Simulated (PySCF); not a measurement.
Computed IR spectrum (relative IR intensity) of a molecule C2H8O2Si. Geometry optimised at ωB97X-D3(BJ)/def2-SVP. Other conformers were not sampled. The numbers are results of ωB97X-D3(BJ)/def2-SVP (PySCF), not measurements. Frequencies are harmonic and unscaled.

```tsv
ν (cm⁻¹)	relative intensity
59	2.3
190	25
246	10
309	5.8
361	11
661	11
707	35
768	6.1
788	20
841	49
869	16
917	100
970	70
1177	55
1232	64
1292	20
1437	2.8
1486	4.4
1490	2.5
2220	66
3017	24
3093	17
3147	11
3181	2.0
3951	33
```

Problem. Which structure fits?
A. CO[SiH](C)O
B. OCC[SiH2]O
C. COC[SiH2]O
D. COCO[SiH3]

Solution. A, CO[SiH](C)O
